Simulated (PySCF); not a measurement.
Delta-SCF ions had no search for a lower state. Excitations are Tamm–Dancoff values on a coarser integration grid. The basis has no diffuse functions, so Rydberg states are missing or too high.

# CH₈Si₃, SMILES `[SiH](=[SiH]\[SiH3])/C` (charge 0, multiplicity 1)

Computed with PBE-D3(BJ)/def2-TZVP // PBE0-D3(BJ)/def2-TZVP (PySCF 2.14.0).

| Item | Value |
|---|---|
| HOMO | -4.96 eV |
| dipole moment | 1.63 D |
| LUMO | -2.36 eV |
| HOMO–LUMO gap | 2.60 eV |
| S1 excitation (TDA) | 4.01 eV |
| S1 oscillator strength | 0.004 |
| brightest of the four lowest singlets (TDA) | 4.19 eV |
| T1 excitation (TDA) | 1.89 eV |
| S1–T1 gap (TDA) | 2.12 eV |
| vertical ionisation energy (Delta-SCF) | 7.48 eV |
| total energy | -910.8840 Ha |
| cost | around 2.2 core-minutes (rough) |

Bond lengths (Å): C1–Si2 1.868, C1–H5 1.093, C1–H6 1.091, C1–H7 1.093, Si2–Si3 2.144, Si2–H8 1.484, Si3–Si4 2.311, Si3–H9 1.485, Si4–H10 1.487, Si4–H11 1.488, Si4–H12 1.488. Angles (°): Si2–C1–H5 110.7, Si2–C1–H6 110.5, Si2–C1–H7 110.3, H5–C1–H6 108.8, H5–C1–H7 108.0, H6–C1–H7 108.5, C1–Si2–Si3 127.1, C1–Si2–H8 113.7, Si3–Si2–H8 117.7, Si2–Si3–Si4 116.7, Si2–Si3–H9 118.6, Si4–Si3–H9 120.2, Si3–Si4–H10 106.8, Si3–Si4–H11 111.6, Si3–Si4–H12 112.4, H10–Si4–H11 108.9, H10–Si4–H12 109.3, H11–Si4–H12 107.8.
Charge 0, spin multiplicity 1.
